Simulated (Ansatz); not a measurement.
C₂H₅ClO₂Si (`CC(=O)O[SiH2]Cl`). The species carries charge 0 and has multiplicity 1. All single points use the PBE0-D4/def2-TZVP geometry. It is one conformer, not always the lowest.

```xyz
11

C    -0.739    1.825    0.248
C     0.000    0.542    0.416
O     0.728    0.259    1.336
O    -0.208   -0.332   -0.580
Si    0.637   -1.779   -0.373
Cl    0.115   -2.867   -2.024
H    -0.528    2.488    1.083
H    -1.811    1.623    0.187
H    -0.446    2.294   -0.693
H     2.091   -1.552   -0.419
H     0.160   -2.502    0.818
```

Question: What is the dipole moment at PBE/def2-TZVPP? (Best estimate.)

Answer: Computed: 1.83 D, with components (-0.90, 1.58, -0.19) D in this frame, pointing from negative to positive charge.

Question: And with r2SCAN, B3LYP, ωB97M-V? (Estimate.)

Answer: The calculation gave: r2SCAN 1.91 D, B3LYP 1.86 D, ωB97M-V 1.90 D.

Question: Give the Mulliken charges with PBE, B3LYP, ωB97M-V in def2-TZVPP. (Estimate.)

Answer: Ansatz gave: 
```csv
atom,PBE,B3LYP,ωB97M-V
C1,-0.24,-0.24,-0.28
C2,0.27,0.34,0.36
O3,-0.28,-0.33,-0.34
O4,-0.26,-0.33,-0.34
Si5,0.48,0.57,0.45
Cl6,-0.21,-0.24,-0.21
H7,0.11,0.11,0.12
H8,0.11,0.11,0.12
H9,0.11,0.11,0.12
H10,-0.04,-0.05,-0.01
H11,-0.04,-0.05,-0.01
```

B3LYP here is the variant with VWN-RPA as its local correlation; programs differ in this.
